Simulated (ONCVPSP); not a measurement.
# Cutoff test, V, ONCV

vanadium (V), optimised norm-conserving Vanderbilt (ONCV), made with ONCVPSP 4.0.1 (Wu-Cohen, scalar-relativistic). Core [Ne], reference 3s2 3p6 3d3 4s2. Waves: 3s+4s: rc 1.40 bohr, ncon 4, nbas 6, qcut 7 1/bohr, 3 projectors, debl 1.2 Ha; 3p: rc 1.55 bohr, ncon 4, nbas 7, qcut 10.1 1/bohr, 3 projectors, debl 3.4 Ha; 3d: rc 1.55 bohr, ncon 3, nbas 7, qcut 8.7 1/bohr, 2 projectors, debl 3.1 Ha; f scattering state at 0.05 Ha: rc 1.20 bohr, ncon 4, nbas 7, qcut 8.7 1/bohr, 2 projectors, debl 3.8 Ha. Local part: polynomial inside 0.95 bohr (lpopt 5, dvloc0 0 Ha). Core correction: none.

Task: For each optimised wave give the share of its norm inside rc, the residual kinetic energy above qcut (Ha) and the cutoffs (Ha) for errors of 10, 1, 0.1 and 0.01 mHa per electron.

Result:

```
         wave  norm inside rc  residual KE  10 mHa  1 mHa  0.1 mHa  0.01 mHa
           3s           0.895      3.5e-04    15.8   21.8     37.0      55.6
           4s           0.035      1.5e-04     5.6   18.9     25.9      47.5
s projector 3           0.055      4.5e-04    13.3   22.0     30.7      52.4
           3p           0.897      2.0e-08    18.8   25.1     31.1      36.5
p projector 2           0.099      2.5e-08    16.3   22.3     27.6      32.0
p projector 3           0.116      2.0e-07    19.1   25.0     29.2      34.0
           3d           0.655      2.8e-05    26.1   31.4     35.3      76.7
d projector 2           0.145      4.1e-04    30.0   35.6     69.1     133.3
f projector 1           0.000      6.8e-09     0.0    0.1      0.3       0.8
f projector 2           0.124      1.3e-03    27.1   38.8     66.0     123.9
```

The occupied waves need 31 Ha and 37 Ha for 1 and 0.1 mHa. Rows with under 1 % of the norm inside rc give no meaningful cutoff.
